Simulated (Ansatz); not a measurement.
BeH2O2 (SMILES [OH][Be][OH]) moved off its minimum; all values from Ansatz (a quantum-chemistry and plane-wave program), cores frozen in correlated methods.
(charge 0, multiplicity 1)
```xyz
5

Be    -0.09010    -0.05290     0.03211
O      0.96307     0.07115    -1.10579
H      1.87526    -0.01107    -1.28759
O     -0.88087    -0.04856     1.29021
H     -1.45466    -0.99631     1.36796
```

Question: Give the forces (eV/Å), the total energy and the dipole at CCSD(T)/aug-cc-pVTZ.

Answer: 
| atom | Fx | Fy | Fz |
|---|---|---|---|
| Be1 | 2.337 | 0.368 | -1.172 |
| O2 | -3.585 | -0.033 | 1.952 |
| H3 | 1.025 | -0.194 | 0.147 |
| O4 | -2.135 | -4.202 | -0.728 |
| H5 | 2.358 | 4.062 | -0.199 |
Energy -166.2664 hartree, dipole 1.61 D.
